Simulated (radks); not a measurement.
Initial-state core-level shifts of the krypton ion Kr+ when its valence configuration changes from [Ar] 3d10 4s2 4p5. Method: Dirac Kohn-Sham, BLYP, spin-unpolarised, spherical densities, finite nucleus; open shells fill j = l - 1/2 first; Fermi nuclear charge, rms radius 4.1884 fm; computed with a radial shooting solver on a logarithmic mesh with Libxc functionals. Shifts are changes of the shell-averaged eigenvalues in eV (positive: less bound); the change of the density at the nucleus, which sets a Mossbauer isomer shift, is in e/bohr^3, on a base of 4.943e+04.

| valence | 1s | 2s | 3s | 3p | density at nucleus |
|---|---|---|---|---|---|
| 3d9 4s2 4p6 | -16.741 | -18.592 | -13.890 | -13.684 | +21.282 |
| 3d10 4s1.5 4p5.5 | -0.827 | -0.808 | -0.809 | -0.805 | -22.322 |
| 3d9.5 4s2 4p5.5 | -8.269 | -9.176 | -6.914 | -6.808 | +10.485 |
| 3d10 4s1 4p6 | -1.640 | -1.602 | -1.606 | -1.597 | -45.046 |
| 3d9.5 4s1.5 4p6 | -9.069 | -9.960 | -7.697 | -7.587 | -13.001 |
